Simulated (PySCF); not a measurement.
**C₉H₉N: full NMR table**

| Property | Result |
| --- | --- |
| Formula | C9H9N |
| SMILES | Cc1ccc2ccccn12 |
| Point group of the computed structure | Cs |
| Degrees of unsaturation | 6 |
| Carbon signals | 9 |
| Proton signals | 7 |

Molfile (atoms numbered from 1):
```
C9H9N
     RDKit          3D

 19 20  0  0  0  0  0  0  0  0999 V2000
    2.4592   -0.8464   -0.3972 C   0  0  0  0  0  0  0  0  0  0  0  0
    1.3907    0.1712   -0.2035 C   0  0  0  0  0  0  0  0  0  0  0  0
    1.4816    1.5494   -0.1732 C   0  0  0  0  0  0  0  0  0  0  0  0
    0.2055    2.0773    0.0360 C   0  0  0  0  0  0  0  0  0  0  0  0
   -0.6682    1.0064    0.1336 C   0  0  0  0  0  0  0  0  0  0  0  0
   -2.0539    0.8933    0.3380 C   0  0  0  0  0  0  0  0  0  0  0  0
   -2.6359   -0.3388    0.3854 C   0  0  0  0  0  0  0  0  0  0  0  0
   -1.8381   -1.4977    0.2272 C   0  0  0  0  0  0  0  0  0  0  0  0
   -0.5000   -1.3885    0.0293 C   0  0  0  0  0  0  0  0  0  0  0  0
    0.0874   -0.1621   -0.0180 N   0  0  0  0  0  0  0  0  0  0  0  0
    2.2694   -1.4531   -1.2843 H   0  0  0  0  0  0  0  0  0  0  0  0
    2.5279   -1.5143    0.4631 H   0  0  0  0  0  0  0  0  0  0  0  0
    3.4148   -0.3452   -0.5213 H   0  0  0  0  0  0  0  0  0  0  0  0
    2.3890    2.1097   -0.2926 H   0  0  0  0  0  0  0  0  0  0  0  0
   -0.0590    3.1131    0.1093 H   0  0  0  0  0  0  0  0  0  0  0  0
   -2.6310    1.7974    0.4535 H   0  0  0  0  0  0  0  0  0  0  0  0
   -3.6980   -0.4452    0.5414 H   0  0  0  0  0  0  0  0  0  0  0  0
   -2.2962   -2.4731    0.2632 H   0  0  0  0  0  0  0  0  0  0  0  0
    0.1451   -2.2441   -0.0972 H   0  0  0  0  0  0  0  0  0  0  0  0
  1  2  1  0
  2  3  2  0
  3  4  1  0
  4  5  2  0
  5  6  1  0
  6  7  2  0
  7  8  1  0
  8  9  2  0
  9 10  1  0
 10  2  1  0
 10  5  1  0
  1 11  1  0
  1 12  1  0
  1 13  1  0
  3 14  1  0
  4 15  1  0
  6 16  1  0
  7 17  1  0
  8 18  1  0
  9 19  1  0
M  END
```

PySCF 2.14 calculation with PBE0/pcSseg-1 with gauge-including orbitals and geometry from GFN2-xTB; no relativistic terms, single conformer, no solvent, fast rotation and ring inversion assumed for equivalent nuclei.

References, each an isolated molecule treated in the same way: TMS for 1H (σ = 31.72 ppm), 13C (σ = 186.93 ppm); NH3 for 15N (σ = 267.73 ppm).

| carbon | δC, type | δH (multiplicity) | HMBC from (2–3 bonds) | span of the C tensor (ppm) |
| --- | --- | --- | --- | --- |
| C1 | 14.0, CH3 | 2.54 (s) | H14 | 25 |
| C2 | 120.0, C | – | H19, H14, H15, H11/H12/H13 | 130 |
| C3 | 120.8, CH | 6.94 (m) | H15, H11/H12/H13 | 170 |
| C4 | 104.6, CH | 6.76 (m) | H16, H14 | 150 |
| C5 | 137.5, C | – | H19, H16, H14, H17, H15 | 173 |
| C6 | 125.9, CH | 7.68 (d) | H17, H18, H15 | 210 |
| C7 | 119.8, CH | 6.91 (m) | H19, H16, H18 | 215 |
| C8 | 116.5, CH | 6.88 (m) | H19, H16, H17 | 210 |
| C9 | 124.1, CH | 7.77 (d) | H17, H18 | 185 |

Other nuclei:
```csv
atoms,nucleus,environment,δ (ppm),σ (ppm)
N10,15N,pyrrole-type ring nitrogen,217.2,50.5
```

Carbon types of the structure: 2 × C, 6 × CH, 1 × CH3, which accounts for all hydrogens. δC 137.5: ring-fusion aromatic carbon. δC 125.9, 120.8, 119.8, 116.5, 104.6: aromatic CH. δC 124.1: aromatic CH next to a ring nitrogen. δC 120.0: substituted aromatic carbon next to a ring nitrogen. δH 7.77: hydrogen on an aromatic CH next to a ring nitrogen; aromatic region.

Shifts are as computed. Against solution values, carbons near 30 ppm lie about +3 ppm off and those near 130 ppm about +5 ppm. Of 1211 compounds with measured shifts, 218 miss one by over three times the rms of a fit or turn the order of signals round; such compounds aren't used in these exercises. Experimental scales use liquid or dissolved standards, which lie at an offset from isolated NH3 (liquid NH3: subtract about 20 ppm). Unscaled 15N shifts of sp2 nitrogen come out 20 to 40 ppm too high even then. Multiplicities follow the n + 1 count of equivalent neighbours, as no J values were calculated; m marks all less simple cases, F and P coupling included.
